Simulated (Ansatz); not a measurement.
`C=C(O)B([SiH3])Cl` at its PBE0-D4/def2-TZVP geometry, where that method's forces vanish. The species carries charge 0 and has multiplicity 1.

```xyz
12

C    -1.5485    1.4926    0.5128
C    -0.7974    0.4023    0.3203
O    -1.1868   -0.8534    0.6849
B     0.6095    0.4215   -0.3429
Si    1.6577   -1.2892   -0.5970
Cl    1.2874    1.9447   -0.8745
H    -1.1815    2.4603    0.2008
H    -2.5302    1.4518    0.9774
H    -2.0603   -0.8229    1.0888
H     1.8984   -1.9373    0.7220
H     0.8818   -2.2371   -1.4441
H     2.9699   -1.0332   -1.2484
```

Task: What forces (eV/Å) does B3LYP-D4/def2-TZVPP give on these atoms in Ansatz 0.2.0? (Best estimate.)

Result: Ansatz gave: 
```
C1  -0.107  0.145  0.030
C2   0.217  0.275 -0.143
O3  -0.144 -0.284  0.108
B4  -0.060 -0.181  0.054
Si5  0.043 -0.085 -0.008
Cl6  0.106  0.191 -0.077
H7  -0.058 -0.072  0.038
H8   0.065  0.009 -0.032
H9  -0.027 -0.063  0.022
H10 -0.008  0.035 -0.082
H11  0.053  0.052  0.049
H12 -0.080 -0.021  0.040
```

B3LYP here is the variant with VWN-RPA as its local correlation; programs differ in this.
